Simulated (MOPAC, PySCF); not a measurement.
H6Ge2S2, SMILES `[SH][GeH2][GeH2][SH]`, neutral singlet in the gas phase. 

Cartesian coordinates (Å):
```xyz
10

S     -2.8735     0.2246     0.4597
Ge    -0.7937     0.9589    -0.0304
Ge     0.8304    -0.8089     0.4053
S      2.9118    -0.0823    -0.0884
H     -2.8533    -0.7664    -0.4624
H     -0.5790     2.1546     0.9193
H     -0.7145     1.4430    -1.4950
H      0.6096    -2.0051    -0.5424
H      0.7514    -1.2909     1.8707
H      2.8973     0.9113     0.8311
```
Charge 0, spin multiplicity 1.

All levels are single points at this geometry (B3LYP-D3(BJ)/def2-SVP); Pople sets use spherical d functions. Orbital energies aren't observables, and empty levels follow the basis.

PM6 in MOPAC gives HOMO (eV) = -9.12.

Question: Estimate the HOMO (eV) from each of these levels: B3LYP-D3(BJ)/def2-TZVP in PySCF; B3LYP/6-311+G** (LANL2DZ on Ge) in PySCF; HF/3-21G in PySCF; HF/6-31G* in PySCF; AM1 in MOPAC.

Answer: 
```tsv
level	HOMO (eV)
B3LYP-D3(BJ)/def2-TZVP in PySCF	-6.81
B3LYP/6-311+G** (LANL2DZ on Ge) in PySCF	-6.89
HF/3-21G in PySCF	-9.82
HF/6-31G* in PySCF	-9.61
AM1 in MOPAC	-9.23
```
